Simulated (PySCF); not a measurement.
C₂H₃ClF₂Si, SMILES C(/[SiH](F)F)=C/Cl. Coordinates come from a PBE-D3(BJ)/def2-SVP optimisation. The structure was generated by enumeration; whether it is a known compound was not checked. Other conformers were not sampled.

Computed equilibrium geometry at PBE-D3(BJ)/def2-SVP (PySCF confirms it by a frequency run) as bond lengths and angles (one conformer of several):
Atoms: F1 Si2 F3 C4 C5 Cl6 H7 H8 H9. Bond lengths (Å): F1–Si2 1.631, Si2–F3 1.630, Si2–C4 1.860, Si2–H7 1.489, C4–C5 1.346, C4–H8 1.104, C5–Cl6 1.740, C5–H9 1.102. Angles (°): F1–Si2–F3 106.6, F1–Si2–C4 106.5, F1–Si2–H7 108.8, F3–Si2–C4 111.1, F3–Si2–H7 108.2, C4–Si2–H7 115.3, Si2–C4–C5 124.7, Si2–C4–H8 118.9, C5–C4–H8 116.3, C4–C5–Cl6 123.2, C4–C5–H9 124.5, Cl6–C5–H9 112.3.
Charge 0, spin multiplicity 1.
